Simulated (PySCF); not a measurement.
# Kr⁺: interval between two levels

Kr⁺ [Ar] 3d10 4s2 4p5 [2P3/2, M_J = 3/2] → Kr⁺ [Ar] 3d10 4s1 4p6 [2S1/2, M_J = 1/2], as a difference of total energies. Calculation: PySCF 2.14, in x2c-TZVPall-2c; the two-component X2C-1e Hamiltonian. Correlated levels: [Ne] frozen. "Screened" scales the spin-orbit matrix elements by Boettger's factors to mimic the two-electron term; Breit and QED terms are absent.

```
                    method  interval between two levels (cm⁻¹)
           GHF (spin-free)                              142780
          GMP2 (spin-free)                              124740
 GHF (screened spin-orbit)                              144530
GMP2 (screened spin-orbit)                              126490
```

The spin-free rows lack the spin-orbit shift.

Errors of the correlated levels include the incompleteness of this basis and the frozen core.

For comparison: 109000 cm⁻¹ (measured; NIST Handbook of Basic Atomic Spectroscopic Data (Sansonetti and Martin, J. Phys. Chem. Ref. Data 34, 1559 (2005))).
